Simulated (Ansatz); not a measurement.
Born–Oppenheimer molecular dynamics of CH$_{4}$Cl$_{2}$Sn (8 atoms, charge 0, multiplicity 1). It starts from a relaxed structure.

Level of theory: RHF/def2-SVP (Ansatz).

```
ensemble        : NVT, Nosé–Hoover chain
time step       : 1 fs
steps asked     : 100
set temperature : 700 K
thermostat      : time constant 100 fs, chain length 3 (defaults)
seed            : 205026
```

First frame:

```xyz
8
Properties=species:S:1:pos:R:3
Sn -0.034 0.060 0.030
C 0.006 -0.010 2.164
H -0.972 -0.309 2.539
H 0.753 -0.733 2.487
H 0.259 0.972 2.562
Cl 2.178 -0.001 -0.766
H -0.800 1.371 -0.725
Cl -1.071 -1.897 -0.764
```

How far do the bonds stretch over the last three quarters of this one trajectory? (Pairs bonded in most of those frames.)


| bond | mean (Å) | spread (Å) | shortest | longest |
| --- | --- | --- | --- | --- |
| Sn1–C2 | 2.154 | 0.060 | 2.06 | 2.24 |
| Sn1–Cl6 | 2.354 | 0.020 | 2.33 | 2.39 |
| Sn1–H7 | 1.705 | 0.081 | 1.58 | 1.82 |
| Sn1–Cl8 | 2.372 | 0.010 | 2.35 | 2.38 |
| C2–H3 | 1.092 | 0.025 | 1.05 | 1.13 |
| C2–H4 | 1.091 | 0.023 | 1.05 | 1.13 |
| C2–H5 | 1.091 | 0.022 | 1.05 | 1.12 |

Mean temperature of the second half: 356 K. The conserved energy stayed within 1.4 meV per atom of its start (net change 1.3 meV per atom), so the integration is sound. The mean temperature of the second half is 49 % below the set value. A run of 0.1 ps of so small a system gives no equilibrium averages.

The run took 4.4 min on 1 thread of Arm Neoverse V1, with other jobs on the host, peak memory 0.2 GiB.
